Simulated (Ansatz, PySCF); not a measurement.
Species: CH7Si2, net charge -1, singlet state. It need not be the lowest isomer of its formula. Whether it binds its extra electron was not tested at this geometry. 
Structure (B3LYP-D3(BJ)/def2-TZVP (Ansatz, a quantum-chemistry and plane-wave program) minimum search):
```
C
H 1 1.0901
Si 1 1.7785 2 117.16
Si 1 1.7785 2 117.16 3 175.10
H 4 1.4999 1 112.33 2 175.19
H 3 1.4999 1 112.33 2 -175.19
H 3 1.5163 6 104.33 1 -127.33
H 4 1.5163 5 104.33 1 127.33
H 4 1.5208 5 102.88 8 103.15
H 3 1.5208 6 102.88 7 -103.15
```
Charge -1, spin multiplicity 1.

Total electronic energies in hartree. Valence correlation only, unless marked. Spin-orbit coupling is left out. No relativistic terms. CBS marks a two-point X^-3 extrapolation of the correlation energy; Hartree-Fock from the larger set. [CCSD(T)-MP2]/basis is that difference in the basis named.

```json
[
 {"level": "HF-D3(BJ)/def2-TZVPD", "program": "PySCF + dftd3", "energy (Eh)": "-619.87625"},
 {"level": "HF-D4/def2-TZVPD", "program": "PySCF + dftd4", "energy (Eh)": "-619.84782"},
 {"level": "BLYP-D4/def2-TZVPD", "program": "Ansatz + dftd4", "energy (Eh)": "-621.30612"},
 {"level": "TPSSh-D4/def2-TZVPD", "program": "PySCF + dftd4", "energy (Eh)": "-621.39420"},
 {"level": "CAM-B3LYP-D4/def2-TZVPD", "program": "Ansatz + dftd4", "energy (Eh)": "-621.32341"},
 {"level": "CAM-B3LYP/def2-TZVPD", "program": "Ansatz", "energy (Eh)": "-621.31554"},
 {"level": "MP2/aug-cc-pV(D+d)Z", "program": "Ansatz", "energy (Eh)": "-620.18059"},
 {"level": "CCSD(T) with core electrons (1s frozen past Ne)/cc-pwCVTZ", "program": "Ansatz", "energy (Eh)": "-620.92008"},
 {"level": "RI-MP2/CBS(aug-cc-pV(T+d)Z,aug-cc-pV(Q+d)Z)+[CCSD(T)-MP2]/aug-cc-pV(T+d)Z", "program": "Ansatz", "energy (Eh)": "-620.4155"}
]
```

Totals of different functionals don't rank their quality; only differences between species are comparable.
